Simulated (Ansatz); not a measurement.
Results of the Gaussian-basis code of Ansatz.

CH₈AlBSi at its PBE0-D4/def2-TZVP geometry, where that method's forces vanish. The species carries charge 0 and has multiplicity 1. The bonds changed during the relaxation, so this is another structure than the one it started from.

```tsv
atom	x (Å)	y (Å)	z (Å)
B1	0.0533	0.8604	-1.3292
Si2	-1.7686	1.0394	-1.0273
Al3	0.1456	0.1442	0.7288
C4	1.2418	-1.4498	0.9695
H5	0.5102	0.0664	-2.0927
H6	0.8493	1.4697	-0.6046
H7	-2.4043	1.9285	-0.0231
H8	-2.7753	0.1611	-1.6723
H9	-0.2174	1.1052	1.9404
H10	0.6820	-2.1975	1.5428
H11	1.5389	-1.9064	0.0238
H12	2.1446	-1.2211	1.5441
```

For each bond, give half the difference of the two atoms' forces along it (eV/Å; positive pushes the atoms apart) under PBE-D4, r2SCAN-D4, B3LYP-D4, ωB97M-V in def2-TZVPP. (Best estimate.)

The calculation gave: 
```csv
bond,length (Å),PBE-D4,r2SCAN-D4,B3LYP-D4,ωB97M-V
B1–Si2,1.855,0.08,0.07,0.13,-0.07
B1–Al3,2.181,-0.02,-0.01,0.09,0.07
B1–H5,1.192,0.04,-0.04,-0.10,-0.05
B1–H6,1.237,0.02,-0.03,-0.10,-0.04
Si2–Al3,2.748,0.02,0.02,0.14,0.04
Si2–H7,1.484,0.07,-0.03,-0.08,-0.07
Si2–H8,1.484,0.07,-0.03,-0.10,-0.08
Al3–C4,1.949,0.01,0.01,0.04,0.00
Al3–H9,1.588,0.05,-0.03,-0.15,-0.15
C4–H10,1.096,0.12,0.00,-0.04,-0.05
C4–H11,1.091,0.10,-0.01,-0.04,-0.03
C4–H12,1.094,0.11,0.00,-0.04,-0.04
```

B3LYP here is the variant with VWN-RPA as its local correlation; programs differ in this.
